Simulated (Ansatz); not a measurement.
AlClFGaH2. Charge 0, multiplicity 1. The bonds changed during the relaxation, so this is another structure than the one it started from. All single points use the PBE0-D4/def2-TZVP geometry. It is one conformer, not always the lowest.

```xyz
6

F    -0.031    0.159    1.510
Al    0.657   -0.154   -0.037
Ga   -2.041    0.104    0.280
Cl   -0.138    1.614   -1.072
H     2.160   -0.571   -0.196
H    -0.607   -1.151   -0.485
```

Q: What is the dipole moment at ωB97M-V/def2-TZVPP? (Estimate.)

A: Computed: 2.38 D, with components (-2.14, -1.02, 0.10) D in this frame, pointing from negative to positive charge.

Q: And with PBE, r2SCAN, B3LYP? (An estimate is asked.)

A: The calculation gave: PBE 2.17 D, r2SCAN 2.12 D, B3LYP 2.36 D.

Q: Give the Mulliken charges with ωB97M-V, r2SCAN, PBE in def2-TZVPP. (An estimate is asked.)

A: Computed: 
```
atom  ωB97M-V  r2SCAN    PBE
  F1    -0.36   -0.37  -0.32
 Al2     0.47    0.58   0.45
 Ga3     0.45    0.45   0.42
 Cl4    -0.28   -0.31  -0.27
  H5    -0.09   -0.14  -0.11
  H6    -0.18   -0.21  -0.16
```

B3LYP here is the variant with VWN-RPA as its local correlation; programs differ in this.
